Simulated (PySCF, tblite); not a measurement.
## A complex of boric acid and Na atom

A gas-phase complex of boric acid and Na atom; neutral, doublet. The structure comes from a short search (6 tight-binding starts) and was relaxed by PBE0-D3(BJ)/def2-SVPD; another way of binding may lie lower. Frequencies by PBE0-D3(BJ)/def2-SVPD show no clear imaginary mode.

```csv
part,name,SMILES,atoms,charge,multiplicity
1,boric acid,OB(O)O,1–7,0,1
2,Na atom,[Na],8,0,2
```

```xyz
8

O     0.292   -1.011   -0.716
B    -0.218   -0.161    0.233
O    -0.402   -0.776    1.441
O    -0.533    1.152    0.079
H     0.453   -0.677   -1.602
H    -0.759   -0.213    2.134
H    -0.384    1.537   -0.787
Na    0.393   -3.017    0.727
```
Atoms count from 1 in this order.

```csv
contact,kind (by geometry),distance (Å),angle (°)
O1···Na8,ion contact,2.472,-
O3···Na8,ion contact,2.482,-
```

Interaction energies are complex less parts, with the parts frozen as they stand in it; counterpoise-corrected, in kcal/mol (PySCF).

(1) Give the interaction energy at each level run.

(2) What holds them together? Decompose the wB97M-D3(BJ)/def2-TZVPD energy: frozen parts, their antisymmetrised product, then relaxation.

(3) What are the binding energy from relaxed parts (wB97M-D3(BJ)/def2-TZVPD), and ΔH and ΔG of association at 298.15 K and 1 atm?

Answers

(1) 
| level | interaction | superposition error removed |
| --- | --- | --- |
| wB97M-D3(BJ)/def2-TZVPD | -4.27 | -0.60 |
| PBE0-D3(BJ)/def2-TZVPD | -7.05 | -0.25 |

(2) electrostatic -37.5, Pauli repulsion +44.4, orbital relaxation -10.9, dispersion correction -0.9 kcal/mol, which sum to the value before the counterpoise correction; the Pauli term holds the exchange-correlation of the frozen density too. Of the attraction, 76 % is electrostatic, 22 % is orbital relaxation, 2 % is dispersion correction.

(3) -3.57 kcal/mol, -3.58 with zero-point energy; ΔH -3.6 and ΔG +3.1 kcal/mol, from harmonic vibrations by PBE0-D3(BJ)/def2-SVPD with low modes damped.

The 2 runs behind this took 120 s in all, one thread each of Arm Neoverse V1 on a shared host, launched as `OMP_NUM_THREADS=1 python cluster_run.py task.json out`.
